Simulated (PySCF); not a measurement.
F2OS, SMILES FS(F)=O.

Geometry optimised at B3LYP-D3(BJ)/def2-TZVP.

Two levels are set side by side: TDDFT-PBE/def2-SVPD (PySCF) and TDDFT-M06-2X/def2-SVPD (PySCF). Vertical, same geometry. The lowest singlet is HOMO→LUMO 95 % with PBE and HOMO→LUMO 91 % with the other functional; states are paired by order. Differences are taken from unrounded values.

```csv
quantity,TDDFT-M06-2X
lowest singlet excitation (eV),6.49
lowest triplet excitation (TDA) (eV),5.52
first bright state (f over 0.05) (eV),9.03
its oscillator strength,0.12
```

What does TDDFT-PBE give, and how far is it from TDDFT-M06-2X? (Estimate from the structure and the level; the computed values follow.)


| quantity | TDDFT-PBE | TDDFT-PBE minus TDDFT-M06-2X |
|---|---|---|
| lowest singlet excitation (eV) | 6.38 | -0.11 |
| lowest triplet excitation (TDA) (eV) | 5.30 | -0.21 |
| first bright state (f over 0.05) (eV) | 8.24 | -0.79 |
| its oscillator strength | 0.08 | -0.04 |

Rough cost on one machine, each run with all the roots and properties that it gave: TDDFT-M06-2X against TDDFT-PBE about 10 times.
